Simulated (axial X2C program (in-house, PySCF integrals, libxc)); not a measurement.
# Spin–orbit effects along a row: molecules with S (ions), HF

All values come from calculations with an in-house relativistic program for diatomic molecules, spin-free (one-electron X2C) or two-component (2c: spin–orbit coupling with atomic mean-field Coulomb and Gaunt terms, which also bring small scalar terms), in Dyall basis sets with cores contracted in-house; open shells are unrestricted.

Basis sets: B dyall-v3z, Be dyall-cv3z, C dyall-v3z, F dyall-av3z, Li dyall-cv3z, S dyall-av3z.

```csv
molecule,spin-free state,Re (Å),ωe (cm⁻¹),De (eV),2c state,Re 2c (Å),ωe 2c (cm⁻¹),De 2c (eV)
LiS⁺,"M_S = 1, Λ = 0",2.485,340.1,0.79,Ω = 1,2.485,339.9,0.79
BeS⁺,"M_S = 1/2, Λ = 1",1.836,889.5,1.88,Ω = 3/2,1.837,888.8,1.89
BS⁺,?,?,?,?,?,?,?,?
CS⁺,"M_S = 1/2, Λ = 0",1.509,1251.7,3.47,Ω = 1/2,1.509,1251.4,3.46
SF⁺,"M_S = 1, Λ = 0",1.485,1111.5,1.54,Ω = 1,1.486,1111.2,1.53
```

Q: Estimate the 2c Re and ωe of BS⁺ as the mean of its neighbours in the table.

A: Re ≈ 1.673 Å, ωe ≈ 1070.1 cm⁻¹. The HF runs give the row below, so the estimate misses by -0.026 Å and 71.4 cm⁻¹.

```
molecule  spin-free state  Re (Å)  ωe (cm⁻¹)  De (eV)  2c state  Re 2c (Å)  ωe 2c (cm⁻¹)  De 2c (eV)
     BS⁺   M_S = 1, Λ = 1   1.699      999.1     2.16     Ω = 2      1.699         998.7        2.17
```

Fragments in 2c: S + Li+, S + Be+, S + B+, S+ + C, S+ + F. Each entry is the lowest single determinant of a limited PBE0 search at one distance. De goes to single-determinant-based atoms at the same level (for ions the charge split of lowest energy) and is withheld (n/a) where an atom does not fit its ground term or J level. Main or longest-lived isotopes. One determinant is a doubtful description, or other states lie close, for LiS⁺, BS⁺, CS⁺, SF⁺; these need not be ground states, and all values refer to the states named. Some open-shell Ω = 0 determinants are out of reach, so the Ω given for LiS⁺, BS⁺, SF⁺ need not be the lowest component. With several unpaired electrons the Ω given is that of one determinant, not necessarily of the lowest component. Some light 2c atoms are not at their ground J level, so De misses part of their lowering (0.04 eV or less).
